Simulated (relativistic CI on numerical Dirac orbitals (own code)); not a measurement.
Te²⁶⁺: q coefficients and field-shift factors

Method of calculation: Dirac-Coulomb-Breit CI, orbitals from a KLI potential per configuration, derivatives by finite differences, unscaled Slater integrals, QED left out (own radial code, finite nucleus).

Configurations in the expansion (outside the closed core [Ne]): 3s2 3p6 3d8, 3s2 3p5 3d9, 3s2 3p4 3d10, 3s 3p6 3d9, 3p6 3d10, 3s 3p5 3d10, 3s2 3p6 3d7 4s, 3s2 3p6 3d7 4p. Levels of other configurations are missing.

With x = (α/α₀)² − 1 an excitation energy changes as ω = ω₀ + qx; K = 2q/ω₀ is the relative enhancement. Terms are leading LS components, so labels can repeat. The field-shift factor is F = δν/δ⟨r²⟩ for the transition from the lowest level.

Lowest level 3s2 3p6 3d8 3F_4.

| Level | ω₀ (cm⁻¹) | q (cm⁻¹) | K | F (GHz/fm²) |
| --- | --- | --- | --- | --- |
| 3s2 3p6 3d8 1D_2 | 44348 | 1296 | 0.0584 | 0.019 |
| 3s2 3p6 3d8 3F_3 | 82386 | 86920 | 2.11 | 0.775 |
| 3s2 3p6 3d8 3P_0 | 119970 | 22520 | 0.375 | 0.386 |
| 3s2 3p6 3d8 3P_2 | 124565 | 92080 | 1.48 | 0.892 |
| 3s2 3p6 3d8 3P_1 | 152047 | 89250 | 1.17 | 0.923 |
| 3s2 3p6 3d8 1G_4 | 164807 | 80550 | 0.977 | 0.91 |
| 3s2 3p6 3d8 1D_2 | 201020 | 169000 | 1.68 | 1.51 |
| 3s2 3p6 3d8 1S_0 | 330878 | 157100 | 0.95 | 1.7 |
| 3s2 3p5 3d9 3F°_4 | 1846273 | 118900 | 0.129 | 5.25 |
| 3s2 3p5 3d9 1D°_2 | 1889522 | 131800 | 0.14 | 5.21 |
| 3s2 3p5 3d9 3D°_3 | 1953235 | 158300 | 0.162 | 5.57 |
| 3s2 3p5 3d9 3P°_1 | 2013198 | 156700 | 0.156 | 4.8 |
| 3s2 3p5 3d9 3D°_2 | 2018098 | 205100 | 0.203 | 5.92 |

At this charge energies of transitions that change n are usually good to better than 1 %, and those within a shell (Δn = 0) to a few per cent. Terms inside the open d or f shell come out 10 to 20 % too wide with unscaled integrals.
